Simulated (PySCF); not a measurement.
C4H4ClF, SMILES C(=C/C(Cl)=C)/F.

Geometry optimised at B3LYP-D3(BJ)/def2-SVP. The structure was generated by enumeration; whether it is a known compound was not checked. One conformer was computed; it need not be the lowest.

Level of theory: SMD-ωB97X/def2-SVP (PySCF).

Solvation free energies are E(SMD) − E(gas) at the gas-phase geometry, for 1 M in both phases. In vacuum the dipole moment is 2.55 D.

```
solvent     ΔG(solv) (kcal/mol)  its non-electrostatic (CDS) part  dipole (D)
----------  -------------------  --------------------------------  ----------
water                      -0.3                               4.4        3.44
2-propanol                 -3.9                               0.4        3.38
chloroform                 -4.3                              -1.0        3.17
```
